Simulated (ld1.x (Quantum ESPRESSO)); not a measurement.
The numbers below are computed, except where a source is named.
Hardness and transferability of assorted potentials

Generated with ld1.x 7.5 (TM, RRKJ, ultrasoft, PAW), atompaw 4.2 or ONCVPSP 4.0.1. The cutoff is in Ry: for ld1.x and atompaw files where the sum of valence levels is converged to 10 mRy in a Bessel basis, for ONCV files where the hardest occupied wave has 1 mHa per electron of residual kinetic energy. The error is the largest all-electron minus pseudo excitation energy over each file’s own four to seven test configurations (ionisations up to +4, promotions, holes and added fractions of an electron), all of which were solved. The labels leave out finer settings (local radius, basis sizes, second energies), which also bear on the numbers. Spin-polarised tests are not counted. The rows are a selection from randomly drawn settings: files with unsolved tests, undetermined cutoffs or missed reference levels are left out.

A true bound ghost makes a file unfit for plane-wave use even where its test errors are small: the radial tests pick states by their node count and pass the ghost by.

```csv
element,potential,cutoff (Ry),largest error (meV),bound ghosts
Ru,"TM, Wu–Cohen, scalar-relativistic, rc 0.95/1.45/1.15 (spd), local d, core correction no, reference 4s2 4p6 4d5 5s0 5p0",120,-28,none
I,"TM, PBEsol, non-relativistic, rc 1.40/2.10 (sp), local p, core correction yes, reference 5s2 5p5",55,-17,none
Gd,"TM semilocal, Wu–Cohen, scalar-relativistic, rc 2.90/3.55/2.15 (spd), local s, core correction no, reference 5d1 6s0 6p0",15,+906,none
```

Task: Fill in the row for Nb: TM, PBEsol, scalar-relativistic, rc 2.30/1.90/1.70 (spd), local d, core correction no, reference 4p6 4d4 5s0 5p0.

Result: cutoff 40 Ry, largest error -117 meV, bound ghosts: s.

Task: Fill in the row for V: RRKJ, Wu–Cohen, scalar-relativistic, rc 2.10/2.75/1.80 (spd), local s, core correction yes, reference 3d3 4s2 4p0.

Result: cutoff 50 Ry, largest error -1642 meV, bound ghosts: none.

Task: Fill in the row for Ho: TM, BLYP, scalar-relativistic, rc 3.40/3.70/2.30 (spd), local smoothed, core correction yes, reference 5d1 6s1.5 6p0.5.

Result: cutoff 18 Ry, largest error -65 meV, bound ghosts: s.
